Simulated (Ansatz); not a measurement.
Consider the isomerisation: `C[SiH]1NB1O` → `B/N=C(/O)[SiH3]`.

Calculated with Ansatz (gas phase, PBE0-D4/def2-TZVP geometries, no zero-point term in ΔE). CCSD(T)/CBS adds triple-zeta CCSD(T) − MP2 to the extrapolated MP2 energy (def2 sets, frozen cores). DFT in def2-TZVPP. Each species was taken in one conformer, which may not be the lowest.

Is it downhill or uphill in electronic energy at CCSD(T)/CBS, and by how much? (Estimate.)

Ansatz gave: Uphill: ΔE = +202.3 kJ/mol.

What do these levels give: PBE0-D4, ωB97M-V, B2PLYP, PBE, r2SCAN, MP2/def2-TZVPP, SCS-MP2/def2-TZVPP, HF/def2-QZVPP, MP2/def2-QZVPP, SCS-MP2/def2-QZVPP, MP2/CBS(def2), CCSD/CBS(def2)? (Estimate.)

The calculation gave: PBE0-D4 202.3, ωB97M-V 199.6, B2PLYP 186.8, PBE 187.6, r2SCAN 195.6, MP2/def2-TZVPP 209.0, SCS-MP2/def2-TZVPP 194.0, HF/def2-QZVPP 172.5, MP2/def2-QZVPP 213.0, SCS-MP2/def2-QZVPP 198.5, MP2/CBS(def2) 215.4, CCSD/CBS(def2) 204.2 kJ/mol.

Largest T1 diagnostic among the species: 0.015.

From PBE to PBE0 (25 % exact exchange), in def2-TZVPP and without D4, ΔE moves by +15.0 kJ/mol. In def2-TZVPP, CCSD(T) changes the Hartree–Fock value by +24.4 kJ/mol (the triples alone add −1.9 kJ/mol) and MP2 by +37.5 kJ/mol.
